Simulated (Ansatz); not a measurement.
Gas-phase electronic energies from Ansatz, PBE0-D4/def2-TZVP geometries. CBS: MP2 limit from def2 TZ/QZ plus the TZ coupled-cluster correction, frozen cores. This one scheme is used for every species. Functionals use def2-TZVPP. B3LYP here is the variant with VWN-RPA as its local correlation; programs differ in this. For Ge outer-core shells are correlated without core-valence functions, which leaves a few kJ/mol of doubt a bond. Scalar relativity is left out up to krypton. Each species was taken in one conformer, which may not be the lowest.

Reaction (ligand exchange at a Ge–S bond): `F[BH][GeH2][SH]` + H–F → `F[BH][GeH2][F]` + H₂S

`F[BH][GeH2][SH]`:

Z-matrix (Å, degrees):
```
Ge
B 1 2.077
S 1 2.244 2 102.7
H 1 1.536 2 113.8 3 -111.1
H 1 1.539 2 116.3 3 119.7
F 2 1.319 1 119.4 3 -92.5
H 2 1.200 1 123.0 3 82.3
H 3 1.343 1 94.5 2 63.0
```

H–F:

Cartesian coordinates in Å:
```
F 0.193 -0.405 -0.100
H -0.193 0.405 0.100
```

`F[BH][GeH2][F]`:

Cartesian coordinates in Å:
```
F 2.073 -0.100 -0.712
B 0.813 -0.439 -0.860
Ge -0.612 0.233 0.504
F 0.180 1.205 1.722
H 0.532 -1.138 -1.796
H -1.678 1.147 -0.129
H -1.308 -0.907 1.270
```

H₂S:

Cartesian coordinates in Å:
```
S 0.375 0.466 -0.161
H 0.149 -0.760 -0.657
H -0.525 0.295 0.818
```

```tsv
level	ΔE (kJ/mol)
PBE-D4	0.6
ωB97X-V	-14.1
PBE-QIDH	-0.1
BLYP	-19.9
B3LYP	-17.0
LC-ωPBE	-12.8
MP2/def2-TZVPP	1.3
MP2/CBS(def2)	6.1
```

Task: What does CCSD(T)/CBS give? (Estimate.)

Result: Ansatz gave: +0.1 kJ/mol. The listed levels differ from it by 0.5, -14.2, -0.2, -20.0, -17.1, -12.9, 1.2, 6.0 kJ/mol.

Largest T1 diagnostic among the species: 0.013.

In def2-TZVPP, CCSD(T) changes the Hartree–Fock value by +21.5 kJ/mol (the triples alone add +3.3 kJ/mol) and MP2 by +27.5 kJ/mol. From r2SCAN to r2SCAN0 (25 % exact exchange), in def2-TZVPP and without D4, ΔE moves by +3.7 kJ/mol. Leaving LDA and LC-ωPBE aside and taking each functional with its dispersion term where it has one, the values, not all of them listed here, spread over 20.1 kJ/mol, from CAM-B3LYP-D4 to HSE06-D4. LDA lies +6.5 kJ/mol from PBE without D4.
